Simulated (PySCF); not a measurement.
**`InChI=1S/C6H5FS/c1-2-5-3-8-4-6(5)7/h2-4H,1H2`**

Geometry:
```json
{"atom": "C1", "x (Å)": "-2.391", "y (Å)": "-0.058", "z (Å)": "-0.123"}
{"atom": "C2", "x (Å)": "-1.243", "y (Å)": "0.609", "z (Å)": "-0.104"}
{"atom": "C3", "x (Å)": "0.076", "y (Å)": "0.015", "z (Å)": "0.000"}
{"atom": "C4", "x (Å)": "0.394", "y (Å)": "-1.312", "z (Å)": "0.095"}
{"atom": "S5", "x (Å)": "2.082", "y (Å)": "-1.594", "z (Å)": "0.203"}
{"atom": "C6", "x (Å)": "2.419", "y (Å)": "0.088", "z (Å)": "0.122"}
{"atom": "C7", "x (Å)": "1.270", "y (Å)": "0.798", "z (Å)": "0.019"}
{"atom": "F8", "x (Å)": "1.245", "y (Å)": "2.139", "z (Å)": "-0.061"}
{"atom": "H9", "x (Å)": "-3.333", "y (Å)": "0.454", "z (Å)": "-0.204"}
{"atom": "H10", "x (Å)": "-2.433", "y (Å)": "-1.132", "z (Å)": "-0.058"}
{"atom": "H11", "x (Å)": "-1.243", "y (Å)": "1.689", "z (Å)": "-0.170"}
{"atom": "H12", "x (Å)": "-0.273", "y (Å)": "-2.149", "z (Å)": "0.109"}
{"atom": "H13", "x (Å)": "3.425", "y (Å)": "0.453", "z (Å)": "0.155"}
```

Method: GIAO HF/pcSseg-1 magnetisability, rotational g tensor and spin-rotation constants, non-relativistic, gas phase in PySCF. Geometry: GFN2-xTB.

**Question.** How diamagnetic is it, and how anisotropic?

**Answer.** Isotropic -1307 × 10⁻³⁰ J/T², or -78.7 × 10⁻⁶ cm³/mol; principal values -1817, -1083, -1020 × 10⁻³⁰ J/T², anisotropy 768 × 10⁻³⁰ J/T² (root of half the summed squared differences of the principal values). The susceptibility is in cgs units.

**Question.** Split it along the inertial axes a, b, c into diamagnetic and paramagnetic parts about the centre of mass, with the quadrupole moment.

**Answer.** 
| axis | χ (10⁻⁶ cm³/mol) | diamagnetic (10⁻⁶ cm³/mol) | paramagnetic (10⁻⁶ cm³/mol) | summed x² of all electrons (Å²) | quadrupole Θ (D Å) |
| --- | --- | --- | --- | --- | --- |
| a | -65.0 | -523.1 | 458.1 | 192.0 | +6.37 |
| b | -61.6 | -866.2 | 804.7 | 111.1 | +1.50 |
| c | -109.4 | -1286.0 | 1176.5 | 12.2 | -7.87 |

Anisotropies 2χaa − χbb − χcc = +40.9 and 2χbb − χaa − χcc = +51.3 × 10⁻⁶ cm³/mol. Θ is traceless in Buckingham's convention.

**Question.** And the rotational g tensor?

**Answer.** 
| axis | rotational constant (GHz) | g | nuclear part | electronic part |
| --- | --- | --- | --- | --- |
| a | 2.6362 | -0.0406 | 0.5267 | -0.5673 |
| b | 1.5315 | -0.0240 | 0.5549 | -0.5789 |
| c | 0.9687 | +0.0091 | 0.5445 | -0.5354 |

Asymmetric top; isotopes 12C, 19F, 1H, 32S; no vibrational averaging.
